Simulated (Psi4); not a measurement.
Psi4 input (wB97X-D/6-311+G**):

```
memory 1500 MB

molecule {
-1 1
O    -1.09642100   -1.45667000   -0.59870700
Si   -0.30620000   -0.14025000    0.08393300
O    -1.52667300    1.01693000    0.07793700
O    -0.09420600   -0.70367200    1.67047700
Si    1.66891900    0.70351600   -0.89171900
H    -1.00730100   -2.22592400   -0.03001900
H    -1.13114900    1.89377900    0.06862500
H     0.78658800   -0.44258200    1.95850300
H     2.54012500    0.03626500    0.19026800
H     1.47207100    2.00004500   -0.07603200
symmetry c1
no_reorient
no_com
}

set {
  basis 6-311+G**
  reference rks
  scf_type df
  df_basis_scf def2-universal-jkfit
  dft_radial_points 99
  dft_spherical_points 590
  e_convergence 1e-8
  d_convergence 1e-7
  maxiter 150
}

e = energy('wb97x-d')
print_out(f'\nFINAL {e:.10f} DIPOLE {variable("CURRENT DIPOLE")[0]:.6f} {variable("CURRENT DIPOLE")[1]:.6f} {variable("CURRENT DIPOLE")[2]:.6f}\n')
```

Output:

```
   => Loading Basis Set <=

    Name: 6-311+G**
    Role: ORBITAL
    Keyword: BASIS
    atoms 1, 3-4 entry O          line   171 file 6-311pgss.gbs
    atoms 2, 5   entry SI         line   351 file 6-311pgss.gbs
    atoms 6-10   entry H          line    42 file 6-311pgss.gbs

   => WB97X-D: Empirical Dispersion <=

    Chai and Head-Gordon Dispersion Correction
    Chai, J.-D.; Head-Gordon, M. (2010), J. Chem. Phys., 132: 6615-6620

        s6 =       1.000000

         ---------------------------------------------------------
                                   SCF
               by Justin Turney, Rob Parrish, Andy Simmonett
                          and Daniel G. A. Smith
                              RKS Reference
         ---------------------------------------------------------

  ==> Geometry <==

    Molecular point group: c1
    Full point group: C1

    Geometry (in Angstrom), charge = -1, multiplicity = 1:

       Center              X                  Y                   Z               Mass
    ------------   -----------------  -----------------  -----------------  -----------------
         O           -1.096421000000    -1.456670000000    -0.598707000000    15.994914619570
         SI          -0.306200000000    -0.140250000000     0.083933000000    27.976926534650
         O           -1.526673000000     1.016930000000     0.077937000000    15.994914619570
         O           -0.094206000000    -0.703672000000     1.670477000000    15.994914619570
         SI           1.668919000000     0.703516000000    -0.891719000000    27.976926534650
         H           -1.007301000000    -2.225924000000    -0.030019000000     1.007825032230
         H           -1.131149000000     1.893779000000     0.068625000000     1.007825032230
         H            0.786588000000    -0.442582000000     1.958503000000     1.007825032230
         H            2.540125000000     0.036265000000     0.190268000000     1.007825032230
         H            1.472071000000     2.000045000000    -0.076032000000     1.007825032230

  Running in c1 symmetry.

  Rotational constants: A =      0.13116  B =      0.06991  C =      0.06666 [cm^-1]
  Rotational constants: A =   3932.16535  B =   2095.87609  C =   1998.35337 [MHz]
  Nuclear repulsion =  300.977604469096150

  Charge       = -1
  Multiplicity = 1
  Electrons    = 58
  Nalpha       = 29
  Nbeta        = 29

  ==> Algorithm <==

  SCF Algorithm Type is DF.
  DIIS enabled.
  MOM disabled.
  Fractional occupation disabled.
  Guess Type is SAD.
  Energy threshold   = 1.00e-08
  Density threshold  = 1.00e-07
  Integral threshold = 1.00e-12

  ==> Primary Basis <==

  Basis Set: 6-311+G**
    Blend: 6-311+G**
    Number of shells: 78
    Number of basis functions: 156
    Number of Cartesian functions: 161
    Spherical Harmonics?: true
    Max angular momentum: 2

  ==> DFT Potential <==

   => LibXC <=

    Version 7.1.2
    S. Lehtola, C. Steigemann, M. J. T. Oliveira, and M. A. L. Marques,  SoftwareX 7, 1–5 (2018) (10.1016/j.softx.2017.11.002)

   => Composite Functional: WB97X-D <=

    wB97X-D Hyb-GGA Exchange-Correlation Functional

    J.-D. Chai and M. Head-Gordon,  Phys. Chem. Chem. Phys. 10, 6615–6620 (2008) (10.1039/B810189B)

    Deriv               =              1
    GGA                 =           TRUE
    Meta                =          FALSE

    Exchange Hybrid     =           TRUE
    MP2 Hybrid          =          FALSE

   => Exchange-Correlation Functionals <=

    1.0000   wB97X-D range-separated functional

   => Exact (HF) Exchange <=

    0.7780            HF,LR [omega = 0.2000]
    0.2220               HF

   => LibXC Density Thresholds  <==

    XC_HYB_GGA_XC_WB97X_D:  1.00E-14

   => Molecular Quadrature <=

    Radial Scheme          =       TREUTLER
    Pruning Scheme         =           NONE
    Nuclear Scheme         =       TREUTLER

    Blocking Scheme        =         OCTREE
    BS radius alpha        =              1
    Pruning alpha          =              1
    Radial Points          =             99
    Spherical Points       =            590
    Total Points           =         556499
    Total Blocks           =           3972
    Max Points             =            256
    Max Functions          =            145
    Weights Tolerance      =       1.00E-15

   => Loading Basis Set <=

    Name: DEF2-UNIVERSAL-JKFIT
    Role: JKFIT
    Keyword: DF_BASIS_SCF
    atoms 1, 3-4 entry O          line   318 file def2-universal-jkfit.gbs
    atoms 2, 5   entry SI         line   737 file def2-universal-jkfit.gbs
    atoms 6-10   entry H          line    18 file def2-universal-jkfit.gbs

  ==> Integral Setup <==

  SCF_SUBTYPE=INCORE selected. In-core MEM_DF algorithm will be used.
  Using in-core AOs.

  ==> MemDFJK: Density-Fitted J/K Matrices <==

    J tasked:                   Yes
    K tasked:                   Yes
    wK tasked:                  Yes
    Omega:                2.000E-01
    Algorithm:                 Core
    Schwarz Cutoff:           1E-12
    Mask sparsity (%):       5.2679
    Fitting Condition:        1E-10

   => Auxiliary Basis Set <=

  Basis Set: DEF2-UNIVERSAL-JKFIT
    Blend: DEF2-UNIVERSAL-JKFIT
    Number of shells: 181
    Number of basis functions: 577
    Number of Cartesian functions: 689
    Spherical Harmonics?: true
    Max angular momentum: 4

  Cached 33.3% of DFT collocation blocks in 0.553 [GiB].

  Minimum eigenvalue in the overlap matrix is 6.3843575863E-04.
  Reciprocal condition number of the overlap matrix is 7.3052990901E-05.
    Using symmetric orthogonalization.

  ==> Pre-Iterations <==

  SCF Guess: Superposition of Atomic Densities via on-the-fly atomic UHF (no occupation information).

   -------------------------
    Irrep   Nso     Nmo
   -------------------------
     A        156     156
   -------------------------
    Total     156     156
   -------------------------

  ==> Iterations <==

                           Total Energy        Delta E     RMS |[F,P]|

   @DF-RKS iter SAD:  -806.69618988531829   -8.06696e+02   0.00000e+00
   @DF-RKS iter   1:  -807.36870969638107   -6.72520e-01   7.40281e-03 DIIS/ADIIS
   @DF-RKS iter   2:  -807.25005112223198    1.18659e-01   8.43181e-03 DIIS/ADIIS
   @DF-RKS iter   3:  -807.83422017798330   -5.84169e-01   6.87574e-04 DIIS/ADIIS
   @DF-RKS iter   4:  -807.83855224121646   -4.33206e-03   1.47957e-04 DIIS/ADIIS
   @DF-RKS iter   5:  -807.83886253816854   -3.10297e-04   5.52609e-05 DIIS
   @DF-RKS iter   6:  -807.83891096825232   -4.84301e-05   3.29867e-05 DIIS
   @DF-RKS iter   7:  -807.83892824064355   -1.72724e-05   6.65528e-06 DIIS
   @DF-RKS iter   8:  -807.83893119950062   -2.95886e-06   1.97080e-06 DIIS
   @DF-RKS iter   9:  -807.83893154477994   -3.45279e-07   5.97742e-07 DIIS
   @DF-RKS iter  10:  -807.83893155873034   -1.39504e-08   3.97532e-07 DIIS
   @DF-RKS iter  11:  -807.83893156214094   -3.41061e-09   1.09403e-07 DIIS
   @DF-RKS iter  12:  -807.83893156265424   -5.13296e-10   3.57458e-08 DIIS
  Energy and wave function converged.

  ==> Post-Iterations <==

   Electrons on quadrature grid:
      Ntotal   =   58.0000078711 ; deviation = 7.871e-06

    Orbital Energies [Eh]
    ---------------------

    Doubly Occupied:

       1A    -66.129716     2A    -66.033995     3A    -19.091832
       4A    -19.088496     5A    -19.087318     6A     -5.257483
       7A     -5.167713     8A     -3.603201     9A     -3.602821
      10A     -3.599677    11A     -3.512304    12A     -3.512114
      13A     -3.509395    14A     -0.967577    15A     -0.939517
      16A     -0.934685    17A     -0.504748    18A     -0.446228
      19A     -0.432616    20A     -0.410097    21A     -0.337759
      22A     -0.321193    23A     -0.305092    24A     -0.275166
      25A     -0.266971    26A     -0.244233    27A     -0.219025
      28A     -0.171117    29A     -0.098894

    Virtual:

      30A      0.173423    31A      0.187051    32A      0.193188
      33A      0.203562    34A      0.210252    35A      0.214892
      36A      0.218215    37A      0.253483    38A      0.258974
      39A      0.288435    40A      0.299559    41A      0.308789
      42A      0.335721    43A      0.341505    44A      0.359066
      45A      0.369892    46A      0.373630    47A      0.395499
      48A      0.404275    49A      0.425562    50A      0.442276
      51A      0.447507    52A      0.459624    53A      0.463736
      54A      0.470510    55A      0.480949    56A      0.500824
      57A      0.508495    58A      0.514949    59A      0.520460
      60A      0.537809    61A      0.555497    62A      0.560918
      63A      0.591344    64A      0.600329    65A      0.624339
      66A      0.707872    67A      0.716935    68A      0.753826
      69A      0.771878    70A      0.824734    71A      0.845021
      72A      0.855196    73A      0.889979    74A      0.899984
      75A      0.932966    76A      0.964107    77A      0.985967
      78A      1.108822    79A      1.151995    80A      1.160082
      81A      1.217541    82A      1.248410    83A      1.261444
      84A      1.296599    85A      1.317092    86A      1.324186
      87A      1.340159    88A      1.379368    89A      1.386311
      90A      1.413882    91A      1.472225    92A      1.492745
      93A      1.508195    94A      1.533958    95A      1.565410
      96A      1.627948    97A      1.635530    98A      1.650052
      99A      1.667616   100A      1.686911   101A      1.703264
     102A      1.735921   103A      1.764935   104A      1.816743
     105A      1.856423   106A      1.889907   107A      1.930475
     108A      1.966710   109A      2.054547   110A      2.222313
     111A      2.279643   112A      2.294062   113A      2.314960
     114A      2.320801   115A      2.727822   116A      2.746058
     117A      2.758767   118A      2.825746   119A      2.985638
     120A      3.067374   121A      3.143080   122A      3.201662
     123A      3.311729   124A      3.330414   125A      3.350959
     126A      3.352832   127A      3.361297   128A      3.390053
     129A      3.420361   130A      3.571709   131A      3.591439
     132A      4.065104   133A      4.089085   134A      4.107200
     135A      5.201428   136A      5.237359   137A      5.249847
     138A      5.279690   139A      5.329757   140A      5.345851
     141A      5.732528   142A      5.747381   143A      5.792434
     144A      5.905814   145A      6.124221   146A     11.662582
     147A     11.699948   148A     11.712115   149A     11.741032
     150A     11.756773   151A     11.791302   152A     50.195272
     153A     50.202235   154A     50.211400   155A    141.414183
     156A    141.573707

    Final Occupation by Irrep:
              A
    DOCC [    29 ]
    NA   [    29 ]
    NB   [    29 ]

  @DF-RKS Final Energy:  -807.83893156265424

   => Energetics <=

    Nuclear Repulsion Energy =            300.9776044690961498
    One-Electron Energy =               -1727.3711168695094784
    Two-Electron Energy =                 668.4066473241828135
    DFT Exchange-Correlation Energy =     -49.8484993905169347
    Empirical Dispersion Energy =          -0.0035670959067313
    VV10 Nonlocal Energy =                  0.0000000000000000
    Total Energy =                       -807.8389315626542384

Computation Completed

Properties will be evaluated at   0.000000,   0.000000,   0.000000 [a0]

Properties computed using the SCF density matrix

 Multipole Moments:

 ------------------------------------------------------------------------------------
     Multipole            Electronic (a.u.)      Nuclear  (a.u.)        Total (a.u.)
 ------------------------------------------------------------------------------------

 L = 1.  Multiply by 2.5417464519 to convert [e a0] to [Debye]
 Dipole X            :         -0.7981854           -0.0000000           -0.7981854
 Dipole Y            :         -0.5302759            0.0000208           -0.5302551
 Dipole Z            :          1.2643698           -0.0000057            1.2643642
 Magnitude           :                                                    1.5864700

 ------------------------------------------------------------------------------------

FINAL -807.8389315627 DIPOLE -0.798185 -0.530255 1.264364

*** Psi4 exiting successfully. Buy a developer a beer!
```

The dipole moment of an ion depends on the origin.

The geometry given is a B3LYP-D3(BJ)/def2-TZVP minimum.
